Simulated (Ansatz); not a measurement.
Coupled-cluster diagnostics for AsH₃, Ansatz.

Geometry of the singlet (PBE-D4/def2-TZVP):

```xyz
4

As   -0.2154    0.0950   -0.6080
H    -0.7745    0.8055    0.6333
H     1.2254    0.3564   -0.1454
H    -0.2355   -1.2569    0.1202
```

Correlated methods freeze 9 core orbitals; core or outer-core shells of As are correlated, in sets that lack core-valence functions.

Problem. Estimate the CCSD(T) correlation energy, the shares of MP2 and (T), T1 and the reference's ⟨S²⟩ for: charge 0, singlet, own geometry in def2-TZVPP; charge 1, doublet, vertical in def2-TZVPP; and the rough time on 2 threads of Intel Xeon 6975P-C on a shared host.

Solution. 
| state | basis | correlation (eV) | MP2 share (%) | (T) share (%) | T1 | ⟨S²⟩ (pure) | wall time |
| --- | --- | --- | --- | --- | --- | --- | --- |
| charge 0, singlet, own geometry | def2-TZVPP | -8.571 | 91.1 | 3.1 | 0.011 | 0.00 (0.00) | 1.3 s |
| charge 1, doublet, vertical | def2-TZVPP | -7.590 | 90.5 | 2.9 | 0.011 | 0.76 (0.75) | 3.6 s |
Customary marks for T1 are 0.02 (closed shells), 0.045 (open shells) and about 0.05 (3d metals). T1 stays under 0.02 throughout.
